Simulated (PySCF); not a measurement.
**Mayer bond orders and bond lengths**

Species: C4H9NO2Si2.
SMILES with atom numbers: `[OH:1][Si@H:2]([O:3][SiH3:4])[n:5]1[cH:6][cH:7][cH:8][cH:9]1` (hydrogens: H10 on O1; H11 on Si2; H12, H13, H14 on Si4; H15 on C6; H16 on C7; H17 on C8; H18 on C9)

Structure used (GFN2-xTB), in Å, numbered top down from 1:
```
atom  x, y, z in Å
O1     0.0880   -0.9818    2.4273
Si2    0.7933   -0.8071    0.9828
O3     1.7497    0.4915    0.9376
Si4    2.2443    1.9803    0.5186
N5    -0.5441   -0.6180   -0.1113
C6    -1.8099   -1.1163    0.0491
C7    -2.5470   -0.8502   -1.0624
C8    -1.6994   -0.1603   -1.9631
C9    -0.4891   -0.0419   -1.3534
H10    0.5923   -0.9188    3.2328
H11    1.6429   -1.9330    0.6220
H12    3.4234    2.1825    1.3574
H13    1.1709    2.9263    0.8113
H14    2.5727    1.9586   -0.9063
H15   -2.0753   -1.6139    0.9593
H16   -3.5749   -1.1075   -1.2274
H17   -1.9644    0.1989   -2.9386
H18    0.4179    0.4171   -1.6940
```

Bond orders from the PBE0/pcSseg-1 density (PySCF). The structure is a single GFN2-xTB conformer in the gas phase; no vibrational or solvent corrections. GFN2-xTB frequencies show an imaginary mode (21i cm⁻¹), so this geometry is no minimum at that level.

**Question.** Where do the orders between heavy atoms depart from those drawn in the SMILES?

**Answer.** The largest departure is 0.395, at C9–N5 (drawn aromatic, 1.105), counting aromatic bonds as 1.5. Drawn single, order below 0.88: Si2–N5 (0.818). The bonds drawn aromatic range from 1.10 to 1.56.

**Question.** Set the Mayer orders of the bonds between heavy atoms beside their lengths.

**Answer.** 
```
  bond  drawn as  length (Å)  Mayer order
O1–Si2    single       1.617        1.074
Si2–O3    single       1.613        0.970
O3–Si4    single       1.624        0.890
Si2–N5    single       1.738        0.818
 N5–C6  aromatic       1.370        1.123
 C6–C7  aromatic       1.360        1.553
 C7–C8  aromatic       1.416        1.327
 C8–C9  aromatic       1.360        1.564
 C9–N5  aromatic       1.370        1.105
```

By pair of heavy elements: O–Si: lowest O3–Si4 (0.890, 1.624 Å), highest O1–Si2 (1.074, 1.617 Å); in 1 of the 3 pairs the longer bond (by over 0.003 Å) has the higher order (by 0.02 or more). C–N: all 2 within 0.02 of one another (1.105 to 1.123). C–C: lowest C7–C8 (1.327, 1.416 Å), highest C8–C9 (1.564, 1.360 Å).

**Question.** And the bonds to hydrogen?

**Answer.** H–O: 0.93 (1 bond); H–Si: 0.91 to 0.94 (4 bonds); C–H: 0.96 to 0.99 (4 bonds).

**Question.** Sum the orders of all bonds at each heavy atom with more than one neighbour and set the sums beside the valence in the SMILES.

**Answer.** O1 2.004 (drawn 2), Si2 3.776 (drawn 4), O3 1.860 (drawn 2), Si4 3.683 (drawn 4), N5 3.046 (drawn 3), C6 3.653 (drawn 4), C7 3.869 (drawn 4), C8 3.881 (drawn 4), C9 3.632 (drawn 4). Orders between atoms that aren't bonded are not in these sums.

The Mayer order sums products of elements of PS (density times overlap matrix) between the two atoms' basis functions, so it depends on the basis set.
